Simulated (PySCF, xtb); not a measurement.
# Relaxing a trial structure of GeNO−

The starting geometry of this gas-phase singlet has its atoms placed at random.

```yaml
atoms:
  - { symbol: Ge, position_ang: [-1.0042, -0.7362, -0.5055] }
  - { symbol: N, position_ang: [0.1451, -0.4130, 1.4192] }
  - { symbol: O, position_ang: [1.1830, 0.9398, 0.4380] }
```

Question: One run relaxed it with r2SCAN-D4/def2-SVPD. What is a likely outcome?

Answer: It ends as a structure given below by its coordinates. Contacts that close: Ge1–N2 (2.26 → 1.79 Å), Ge1–O3 (2.91 → 2.04 Å), N2–O3 (1.97 → 1.44 Å).

The energy falls by 4.07 eV over 51 steps:

```
step  E − E(last) (eV)
   1             4.075
   7             0.074
  12             0.000
  18             0.000
  23             0.000
  29             0.000
  34             0.000
  40             0.000
  45             0.000
  51             0.000
```

Final geometry (Å):

```yaml
atoms:
  - { symbol: Ge, position_ang: [-0.7750, -0.6527, -0.1824] }
  - { symbol: N, position_ang: [0.0672, -0.4940, 1.3881] }
  - { symbol: O, position_ang: [0.7583, 0.4637, 0.5711] }
```

From the same start GFN2-xTB reaches the same bonding as this run.

From so rough a start the end depends on the optimiser's path, so another program may land elsewhere. The end wasn't checked by frequencies. Run with PySCF 2.14.0, 2.7 min on 2 threads of Intel(R) Xeon(R) Platinum 8488C (Sapphire Rapids), with other jobs on the host.
